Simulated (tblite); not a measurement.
Record of a relaxation.

Species: C5H16BNSi.
Numbering: `[BH3-:1][NH2+:2][C@@:3]1([CH2:4][CH2:5][CH3:6])[CH2:7][SiH2:8]1` (hydrogens: H9, H10, H11 on B1; H12, H13 on N2; H14, H15 on C4; H16, H17 on C5; H18, H19, H20 on C6; H21, H22 on C7; H23, H24 on Si8)

Computed with GFN2-xTB (tblite), gas phase: L-BFGS steps from a force-field or distance-geometry start until the largest atomic force falls under 0.01 eV/Å. 6 of its 36 geometries are shown.

Step 0: E = -671.7021 eV, largest atomic force 2.037 eV/Å
```
atom  x, y, z in Å  |  force x, y, z in eV/Å
B1     -1.507    1.908   -0.648   -0.844   1.731   0.664
N2     -1.095    0.543   -1.223    0.678  -1.498  -0.069
C3     -0.716   -0.427   -0.148    0.678   0.234  -0.657
C4      0.475   -0.084    0.758   -0.475   0.217   0.373
C5      1.768    0.138   -0.019   -0.056   0.432  -0.517
C6      2.957    0.321    0.904    0.619   0.140   0.519
C7     -1.873   -1.131    0.483   -0.723  -0.715   0.440
Si8    -0.855   -2.238   -0.673   -0.243  -0.784   0.302
H9     -0.558    2.501   -0.242    0.292  -0.056   0.022
H10    -2.308    1.772    0.242    0.100  -0.218  -0.094
H11    -2.025    2.558   -1.511    0.018  -0.083  -0.275
H12    -1.885    0.171   -1.792    0.779   0.222   0.671
H13    -0.282    0.674   -1.846   -0.517  -0.047   0.294
H14     0.645   -0.924    1.484   -0.332   0.600  -0.653
H15     0.238    0.822    1.369    0.117  -0.563  -0.508
H16     1.960   -0.728   -0.680   -0.141   0.274   0.143
H17     1.673    1.055   -0.649    0.011  -0.611   0.335
H18     3.878    0.496    0.306   -0.556  -0.093   0.466
H19     3.114   -0.587    1.528   -0.086   0.651  -0.387
H20     2.804    1.195    1.581    0.139  -0.709  -0.533
H21    -2.883   -0.867    0.100    0.849   0.025   0.891
H22    -1.749   -1.375    1.564   -0.598   0.657  -1.001
H23    -1.659   -2.535   -1.859    0.364  -0.010   0.039
H24    -0.128   -3.237    0.121   -0.076   0.203  -0.464
```

Step 7: E = -672.1895 eV, largest atomic force 0.350 eV/Å
```
atom  x, y, z in Å  |  force x, y, z in eV/Å
B1     -1.534    2.001   -0.610   -0.020  -0.037   0.023
N2     -1.049    0.527   -1.170    0.041  -0.338  -0.082
C3     -0.675   -0.493   -0.188   -0.095   0.104   0.092
C4      0.460   -0.083    0.726   -0.034  -0.061   0.075
C5      1.765    0.149   -0.030    0.065   0.009  -0.014
C6      2.958    0.323    0.905    0.085   0.027   0.064
C7     -1.875   -1.173    0.479   -0.132   0.066   0.141
Si8    -0.914   -2.337   -0.639   -0.065   0.121   0.156
H9     -0.531    2.532   -0.229   -0.171   0.097   0.002
H10    -2.325    1.765    0.260    0.118   0.154  -0.129
H11    -2.028    2.553   -1.563    0.124  -0.129   0.191
H12    -1.833    0.165   -1.702   -0.095   0.098  -0.029
H13    -0.285    0.685   -1.824   -0.012   0.077   0.106
H14     0.600   -0.898    1.437    0.078  -0.014   0.090
H15     0.204    0.814    1.300   -0.106  -0.077  -0.188
H16     1.943   -0.712   -0.681    0.044   0.007  -0.073
H17     1.672    1.044   -0.650    0.010  -0.036   0.011
H18     3.869    0.496    0.330   -0.092  -0.019   0.054
H19     3.109   -0.566    1.520   -0.059   0.085  -0.077
H20     2.809    1.175    1.569   -0.027  -0.084  -0.075
H21    -2.856   -0.811    0.199    0.076   0.073  -0.089
H22    -1.828   -1.284    1.553    0.100   0.050   0.002
H23    -1.590   -2.563   -1.905    0.161  -0.116  -0.048
H24    -0.079   -3.289    0.067    0.006  -0.057  -0.202
```

Step 14: E = -672.2410 eV, largest atomic force 0.086 eV/Å
```
atom  x, y, z in Å  |  force x, y, z in eV/Å
B1     -1.524    1.994   -0.600   -0.037   0.028   0.013
N2     -1.047    0.507   -1.155    0.000   0.013  -0.010
C3     -0.678   -0.518   -0.183   -0.030   0.076   0.006
C4      0.460   -0.099    0.719   -0.004   0.016   0.021
C5      1.765    0.143   -0.037    0.024   0.012  -0.027
C6      2.952    0.322    0.902    0.023  -0.002   0.032
C7     -1.888   -1.160    0.502   -0.013   0.015   0.024
Si8    -0.948   -2.351   -0.609    0.007   0.020   0.013
H9     -0.553    2.570   -0.219    0.015  -0.031   0.004
H10    -2.323    1.798    0.260   -0.005   0.009   0.013
H11    -2.006    2.524   -1.558    0.007  -0.019  -0.014
H12    -1.843    0.181   -1.694    0.028   0.022  -0.015
H13    -0.280    0.695   -1.794    0.004  -0.025   0.007
H14     0.613   -0.891    1.455    0.027   0.023   0.031
H15     0.167    0.810    1.247    0.033   0.010   0.018
H16     1.955   -0.706   -0.701    0.010  -0.032  -0.017
H17     1.671    1.040   -0.651   -0.026   0.022  -0.019
H18     3.865    0.496    0.336   -0.030  -0.007   0.000
H19     3.096   -0.564    1.516   -0.011  -0.010   0.002
H20     2.796    1.172    1.562   -0.038  -0.007  -0.017
H21    -2.850   -0.767    0.202    0.014  -0.011   0.006
H22    -1.828   -1.246    1.578    0.001  -0.009   0.000
H23    -1.516   -2.606   -1.919   -0.020  -0.046  -0.070
H24    -0.066   -3.326   -0.009    0.019  -0.066  -0.001
```

Step 21: E = -672.2440 eV, largest atomic force 0.031 eV/Å
```
atom  x, y, z in Å  |  force x, y, z in eV/Å
B1     -1.528    1.998   -0.598    0.010  -0.028  -0.007
N2     -1.046    0.510   -1.153   -0.005   0.011   0.004
C3     -0.679   -0.513   -0.177   -0.003   0.012  -0.026
C4      0.462   -0.094    0.721   -0.016  -0.002   0.005
C5      1.765    0.142   -0.042    0.005   0.003  -0.009
C6      2.948    0.321    0.901    0.014   0.006   0.013
C7     -1.888   -1.160    0.506   -0.003  -0.008   0.001
Si8    -0.947   -2.349   -0.611   -0.003   0.007   0.015
H9     -0.552    2.564   -0.216    0.013   0.019   0.006
H10    -2.326    1.805    0.263   -0.007   0.000  -0.005
H11    -2.005    2.521   -1.562   -0.001   0.013  -0.003
H12    -1.838    0.188   -1.699    0.014  -0.010   0.010
H13    -0.274    0.692   -1.789   -0.003   0.002   0.023
H14     0.620   -0.881    1.462    0.002  -0.004   0.011
H15     0.179    0.818    1.250    0.003   0.010  -0.009
H16     1.956   -0.708   -0.704   -0.012  -0.018  -0.012
H17     1.667    1.040   -0.655    0.004   0.005  -0.016
H18     3.862    0.496    0.338    0.000   0.007   0.003
H19     3.090   -0.566    1.516   -0.014  -0.005  -0.005
H20     2.783    1.170    1.559   -0.006   0.005   0.000
H21    -2.851   -0.767    0.206    0.011  -0.011   0.004
H22    -1.829   -1.246    1.581    0.003  -0.018  -0.009
H23    -1.510   -2.620   -1.924    0.001   0.006   0.008
H24    -0.070   -3.340   -0.021   -0.011  -0.002  -0.004
```

Step 28: E = -672.2446 eV, largest atomic force 0.013 eV/Å
```
atom  x, y, z in Å  |  force x, y, z in eV/Å
B1     -1.526    1.999   -0.598   -0.002  -0.009  -0.001
N2     -1.045    0.511   -1.149    0.003  -0.005  -0.003
C3     -0.679   -0.512   -0.175    0.001  -0.008  -0.010
C4      0.463   -0.092    0.721   -0.010   0.001   0.003
C5      1.764    0.141   -0.046   -0.004  -0.001   0.000
C6      2.945    0.322    0.900    0.001  -0.001  -0.001
C7     -1.887   -1.162    0.507   -0.005  -0.009   0.006
Si8    -0.946   -2.348   -0.610    0.007   0.000  -0.005
H9     -0.551    2.567   -0.215   -0.002   0.003   0.006
H10    -2.328    1.806    0.260   -0.004   0.005   0.009
H11    -2.002    2.524   -1.561    0.004   0.005  -0.009
H12    -1.833    0.185   -1.699    0.002   0.007  -0.004
H13    -0.270    0.695   -1.780    0.001   0.002  -0.001
H14     0.622   -0.876    1.464    0.006   0.004   0.003
H15     0.183    0.824    1.246   -0.008   0.007  -0.002
H16     1.950   -0.713   -0.706    0.011  -0.002   0.003
H17     1.669    1.037   -0.663    0.000  -0.005  -0.004
H18     3.862    0.499    0.342    0.000  -0.003  -0.001
H19     3.083   -0.567    1.514    0.005   0.003   0.001
H20     2.776    1.171    1.558   -0.006  -0.005  -0.004
H21    -2.851   -0.771    0.209   -0.001   0.002   0.003
H22    -1.827   -1.255    1.582    0.003  -0.003   0.010
H23    -1.509   -2.620   -1.923   -0.004   0.011  -0.006
H24    -0.075   -3.346   -0.024    0.001   0.001   0.006
```

Step 35: E = -672.2449 eV, largest atomic force 0.009 eV/Å
```
atom  x, y, z in Å  |  force x, y, z in eV/Å
B1     -1.526    1.999   -0.598    0.000   0.003   0.002
N2     -1.045    0.511   -1.148    0.000  -0.001   0.001
C3     -0.680   -0.513   -0.174    0.006  -0.005  -0.004
C4      0.462   -0.090    0.720    0.002  -0.001  -0.002
C5      1.764    0.139   -0.048   -0.001  -0.003   0.002
C6      2.944    0.322    0.899   -0.002   0.001  -0.001
C7     -1.886   -1.166    0.508    0.000   0.009   0.002
Si8    -0.945   -2.349   -0.611    0.001   0.002  -0.005
H9     -0.553    2.568   -0.211    0.003  -0.005   0.004
H10    -2.330    1.809    0.259   -0.006   0.000  -0.004
H11    -1.997    2.525   -1.563   -0.003  -0.003   0.000
H12    -1.830    0.186   -1.702   -0.003   0.001   0.001
H13    -0.268    0.698   -1.776    0.000  -0.003   0.001
H14     0.623   -0.870    1.467   -0.006   0.002   0.001
H15     0.181    0.828    1.240    0.005   0.001  -0.003
H16     1.952   -0.716   -0.705   -0.002  -0.003   0.004
H17     1.670    1.033   -0.668    0.002  -0.005   0.002
H18     3.861    0.500    0.343   -0.002   0.003  -0.001
H19     3.082   -0.566    1.513    0.002   0.003   0.001
H20     2.770    1.170    1.557    0.005   0.002   0.001
H21    -2.850   -0.774    0.213   -0.009   0.000  -0.001
H22    -1.824   -1.260    1.583    0.006   0.000   0.005
H23    -1.510   -2.613   -1.925    0.001   0.002  -0.003
H24    -0.077   -3.349   -0.023    0.000   0.001  -0.003
```

Question: Summarise the path.

Answer: The energy falls by 0.5428 eV from step 0 to step 35; nine tenths of that is first reached at step 8. It falls at every step. The largest force goes from 2.037 to 0.009 eV/Å. Among the bonds B1–N2 changes most, from 1.538 to 1.658 Å; the atoms move by 0.098 Å rms after alignment.

What follows is the cost of the whole relaxation. Hardware: one thread, Arm Neoverse N1 (aarch64), no GPU, shared host. Cost: 0.57 s.
